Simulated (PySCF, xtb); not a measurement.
B(H)(I)(OH) (BH2IO), SMILES OBI.

GFN2-xTB in xtb 6.7.1 at its own geometry gives an orbital gap of 4.89 eV and a dipole moment of 4.01 D.

Geometry: r2SCAN-D4/def2-TZVP. The def2 effective core potentials stand for the cores of I; spin–orbit coupling is left out. One conformer was computed; it need not be the lowest.

Q: What does PySCF with ωB97X/def2-TZVPD give? (The exact figures need the calculation; the answer reports its results.)

A: gap 11.15 eV (levels -9.96 and 1.19 eV), dipole 1.02 D.
